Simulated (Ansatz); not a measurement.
Program: Ansatz. Geometries: PBE0-D4/def2-TZVP. ΔE: electronic, gas phase. CBS: MP2 limit from def2 TZ/QZ plus the TZ coupled-cluster correction, frozen cores. This one scheme is used for every species, atoms too. Functionals use def2-TZVPP. Open shells (•) are unrestricted, without spin–orbit coupling. Spin–orbit coupling would lower the free atoms: a little for C, F; strongly for I. def2 core potentials past Kr. Bonds to I are less sure, by a few kJ/mol each and by 10 to 20 or more in all where they break to atoms, as the def2 sets lack core-valence functions. Each species was taken in one conformer, which may not be the lowest.

Reaction (atomization): `FCC(F)I` → 2 C• + 2 F• + 3 H• + I•

Problem. What is ΔE at CCSD(T)/CBS? (An estimate is asked.)

Solution. Computed: +2858.5 kJ/mol.

Problem. What do these levels give: revPBE-D4, B2PLYP, BLYP, r2SCANh, MP2/def2-SVP, MP2/def2-QZVPP? (An estimate is asked.)

Solution. Ansatz gave: revPBE-D4 2863.4, B2PLYP 2813.9, BLYP 2822.5, r2SCANh 2831.0, MP2/def2-SVP 2752.1, MP2/def2-QZVPP 2913.9 kJ/mol.

Largest T1 diagnostic among the species: 0.010.

At CCSD(T), def2-SVP lies −173.6 kJ/mol from the extrapolated value and def2-TZVPP −85.6 kJ/mol: correlation converges slowly with the basis, and small sets miss more of it in the bonded molecule than in its fragments. From PBE to PBE0 (25 % exact exchange), in def2-TZVPP and without D4, ΔE moves by −87.6 kJ/mol: exact exchange takes away binding that semilocal exchange gives to molecules. The D4 term adds +26.0 kJ/mol with B3LYP and +13.4 kJ/mol with PBE0; it sums over pairs of atoms, weighted by their polarisabilities, and B3LYP, whose exchange is more repulsive, gets the larger term.

B3LYP here is the variant with VWN-RPA as its local correlation; programs differ in this.

For atomizations the MP2-based limit and the directly extrapolated one differ by several kJ/mol either way, and by 10 to 25 for some Ge, Se and Sn compounds, so smaller differences from it don't rank the levels.
